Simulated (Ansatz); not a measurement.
Relaxation of C$_{2}$H$_{7}$FOSSi (13 atoms, charge 0, multiplicity 1), to a largest force component of 0.02 eV/Å in at most 50 steps.

Level of theory: RKS BHLYP/6-31G* (Ansatz 0.2.0).

```xyz
13
Properties=species:S:1:pos:R:3:forces:R:3
C -0.381 -2.370 0.078 -2.44 2.09 0.85
C 0.268 -0.994 -0.113 1.31 -1.31 0.77
F 0.590 -0.867 -1.434 0.51 -0.05 -0.34
S -0.756 0.378 0.344 -1.89 -0.50 0.79
Si 0.395 2.049 -0.096 0.80 1.48 1.07
O -0.409 3.371 0.563 -2.09 -1.22 0.14
H 0.269 -3.135 -0.228 0.98 -0.92 -0.17
H -1.275 -2.383 -0.584 0.55 -0.21 0.60
H -0.724 -2.478 1.148 0.53 -0.13 -1.33
H 1.188 -0.964 0.513 -0.45 0.13 -0.83
H 0.529 2.240 -1.517 0.23 0.05 -0.63
H 1.721 1.900 0.610 -0.48 0.12 -0.50
H -1.395 3.219 0.734 2.45 0.47 -0.43
```

Problem. Where does it end, and by what steps?

Solution. The run converged. After 11 steps the energy has fallen by 0.424 eV; H13 moved furthest, 0.68 Å.

```json
{"step": "0", "energy less start (eV)": "0.0000", "largest force component (eV/Å)": "2.446", "accepted": "yes"}
{"step": "1", "energy less start (eV)": "-0.3144", "largest force component (eV/Å)": "0.855", "accepted": "yes"}
{"step": "2", "energy less start (eV)": "-0.3710", "largest force component (eV/Å)": "0.529", "accepted": "yes"}
{"step": "3", "energy less start (eV)": "-0.3830", "largest force component (eV/Å)": "0.277", "accepted": "yes"}
{"step": "4", "energy less start (eV)": "-0.3935", "largest force component (eV/Å)": "0.522", "accepted": "yes"}
{"step": "5", "energy less start (eV)": "-0.4025", "largest force component (eV/Å)": "0.246", "accepted": "yes"}
{"step": "6", "energy less start (eV)": "-0.4106", "largest force component (eV/Å)": "0.370", "accepted": "yes"}
{"step": "7", "energy less start (eV)": "-0.4226", "largest force component (eV/Å)": "0.127", "accepted": "yes"}
{"step": "8", "energy less start (eV)": "-0.4238", "largest force component (eV/Å)": "0.045", "accepted": "yes"}
{"step": "9", "energy less start (eV)": "-0.4239", "largest force component (eV/Å)": "0.034", "accepted": "yes"}
{"step": "10", "energy less start (eV)": "-0.4237", "largest force component (eV/Å)": "0.132", "accepted": "no"}
{"step": "11", "energy less start (eV)": "-0.4241", "largest force component (eV/Å)": "0.011", "accepted": "yes"}
```

```xyz
13
Properties=species:S:1:pos:R:3
C -0.352 -2.385 0.026
C 0.268 -1.014 0.000
F 0.768 -0.774 -1.264
S -0.957 0.268 0.424
Si 0.244 1.984 -0.061
O -0.295 3.284 0.790
H 0.398 -3.120 -0.256
H -1.176 -2.437 -0.678
H -0.719 -2.622 1.019
H 1.106 -0.938 0.683
H 0.178 2.264 -1.505
H 1.622 1.706 0.368
H -1.066 3.748 0.468
```

The run took 98 s on 2 threads of Arm Neoverse N1, on a shared host, peak memory 0.27 GiB.
